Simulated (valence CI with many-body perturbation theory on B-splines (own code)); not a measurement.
**Nd²⁸⁺: what the settings do**

Calculated by configuration interaction combined with many-body perturbation theory (CI+MBPT): four valence electrons over a frozen Dirac-Fock core [Ar] 3d10, a basis of 6 s, 6 p, 5 d, 3 f, 1 g functions for each j, with the one-electron correlation potential Σ1 (screened to all orders), the two-electron term Σ2, the three-electron term Σ3, Breit, model QED; selected single and double excitations, second order for the rest (own B-spline code, finite nucleus).

No measured spectrum was set against this ion. As an estimate, large intervals hold to a few tenths of a per cent, small ones and those within an open d or f shell to about a per cent.

The reference run has the lowest level (4s^2 4p1/2^2) J=0 and an ionisation energy of 1050.05 eV. Its largest variational space holds 9996 state functions.

Levels are named by their leading jj configuration (3d3/2^4 stands for four electrons in 3d with j = 3/2), which in mixed levels can hold well under half, so a name can repeat and another be missing. Letters in brackets count levels of one name in rising energy.

Changed runs:
A. correlating orbitals by l 3 3 3 2 1 → 2 2 2 2 0; scale of Σ1 1 → 0; scale of Σ2 1 → 0; three-electron term on → off
B. lowest core n in screening and Σ2 1 → 2
C. highest l in the core sums 6 → 3
D. start configuration 4s2 4p2 → 4s2 5p2 (bad on purpose)

Excitation energies of the reference run in cm⁻¹, and shifts in cm⁻¹:

| Level | Reference | A | B | C |
| --- | --- | --- | --- | --- |
| (4s^2 4p1/2 4p3/2) J=1 | 219676 | -2373 | +0.8 | +185 |
| (4s^2 4p1/2 4p3/2) J=2 | 244224 | -1720 | +0.6 | +337 |
| (4s^2 4p3/2^2) J=2 | 482416 | -3755 | +1.0 | +633 |
| (4s^2 4p3/2^2) J=0 | 538003 | -2365 | -0.2 | +975 |
| (4s 4p1/2^2 4p3/2) J=2 | 721587 | -4200 | +0.5 | +465 |
| (4s 4p1/2^2 4p3/2) J=1 | 807315 | -276 | +1.8 | +598 |
| (4s 4p1/2 4p3/2^2) J=2 [a] | 926108 | -6293 | +0.9 | +706 |
| (4s 4p1/2 4p3/2^2) J=3 | 973052 | -5044 | +1.4 | +848 |
| (4s 4p1/2 4p3/2^2) J=0 | 1023350 | -3296 | +0.4 | +1101 |
| (4s 4p1/2 4p3/2^2) J=2 [b] | 1030790 | -2425 | +3.0 | +624 |
| (4s 4p1/2 4p3/2^2) J=1 [a] | 1046170 | -1694 | +2.0 | +902 |
| (4s 4p1/2 4p3/2^2) J=1 [b] | 1088650 | +4201 | +3.9 | +796 |
| Ionisation energy (eV) | 1050.05 | -1.55 | +0.00042 | +0.53 |

Run D: It gave no result: the start configuration must fill the lowest shells above the core. The program said: "5p is not the lowest shell of its kind above the core".
